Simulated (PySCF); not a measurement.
Computed structure and properties of Pb2OF2

System: Pb2OF2 (singlet); start: displaced along the imaginary mode (C2v). Method: PySCF 2.14.0, RKS BP86, Pb def2-SVP with ECP60, O def2-SVP, F def2-SVP; non-relativistic Hamiltonian with scalar-relativistic core potentials where named; density fitting; no spin-orbit coupling.

Input of the relaxation:

```python
mol = gto.M(atom='''
Pb     0.01923     0.00034     2.21883
Pb     0.01923     0.00034    -2.21883
O     -0.24996    -0.00439     0.00000
F     -0.10531    -0.00185     4.40468
F     -0.10531    -0.00185    -4.40468''',
    basis={'Pb': 'def2-SVP', 'O': 'def2-SVP', 'F': 'def2-SVP'},
    ecp={'Pb': 'def2-SVP'},
    charge=0, spin=0)
mf = dft.RKS(mol, xc='B88,P86')
mf.grids.atom_grid = (50, 194)
mf = mf.density_fit()  # fitting sets: Pb def2-universal-JKFIT, O def2-universal-JKFIT, F def2-universal-JKFIT
mf.conv_tol = 1e-08; mf.max_cycle = 55
mf.kernel(dm0)  # dm0: converged density of the start geometry
# quasi-Newton relaxation in Cartesian coordinates to a largest gradient under 0.00045 Eh/bohr, steps kept in the point group
```

Run from Python with OMP_NUM_THREADS=2; the lines above give its settings. Where DIIS fails, smearing, a level shift and second-order steps follow.
It took 3 min on 2 threads of Arm Neoverse N1, with other jobs on the host, from the converged density of the start.

Course of the relaxation:

```csv
step,energy above end (eV),largest force component within the symmetry (eV/Å)
0,2.1801,0.530
1,1.9522,0.595
2,1.6861,0.721
3,1.3010,1.397
4,1.1468,1.158
5,0.7846,0.602
6,0.5262,0.786
7,0.4167,0.648
28,0.0060,0.124
29,0.0008,0.094
30,0.0004,0.051
31,0.0002,0.039
32,0.0000,0.017
33,0.0000,0.001
```
(The steps between are left out.)

Relaxed geometry (C2v):

```xyz
5

Pb    0.6332    0.0111    2.0396
Pb    0.6332    0.0111   -2.0396
O     1.2012    0.0211    0.0000
F    -1.4449   -0.0254    1.8633
F    -1.4449   -0.0254   -1.8633
```

| contact | Å |
| --- | --- |
| Pb1–O3 (O) | 2.117 |
| Pb1–F4 (F) | 2.086 |
| Pb2–F5 (F) | 2.086 |

On the finer grid (75, 302):

The HOMO is -6.22 eV. The LUMO is -3.15 eV, the dipole about the centre of mass is 5.12 D and the set of Mulliken populations of Pb1 outside the core potential is s 3.93, p 7.20, d 10.14. The D3(BJ) dispersion energy (not in the energies) is -0.242 eV.

| atom | Mulliken (e) | Löwdin (e) | spin (e) |
| --- | --- | --- | --- |
| Pb1 | 0.73 | 0.56 | 0.00 |
| Pb2 | 0.73 | 0.56 | 0.00 |
| O3 | -0.64 | -0.46 | 0.00 |
| F4 | -0.42 | -0.33 | 0.00 |
| F5 | -0.42 | -0.33 | 0.00 |

On the grid (50, 194), as all that follows. Harmonic modes: 1 unstable but soft, so probably a saddle point, though modes this soft are near the noise (counted below −25 cm⁻¹); lowest -48 cm⁻¹ (negative: unstable), highest 688 cm⁻¹, zero-point energy 0.148 eV.

Rigid scan of O along the line from its metal, all other atoms held (where the atom bridges, its other bond changes as well):

```
distance to O3 (Å)  energy (eV)
              1.82        1.395
              1.92        0.564
              2.02        0.131
              2.12        0.000
              2.22        0.121
              2.32        0.485
              2.42        1.104
              2.57        2.614
```

Taking off one F (charge -1, singlet; the rest: singlet) in vacuum, both parts rigid, costs 9.56 eV; the small basis without counterpoise inflates it. Most of it is the attraction of opposite charges; other ways to part are cheaper, and one spin state was tried for the rest.

Rigid scan of F along the line from its metal, all other atoms held (where the atom bridges, its other bond changes as well):

distance to F4 (Å), energy (eV) and a bar:
```
     1.79      1.324 ############
     1.89      0.493 ####
     1.99      0.103 #
     2.09      0.000 
     2.19      0.075 #
     2.29      0.259 ##
     2.49      0.777 #######
     2.79      1.612 ###############
     3.19      2.535 #######################
     3.69      3.326 ##############################
```

One start shape was tried, so this needn't be the lowest isomer.
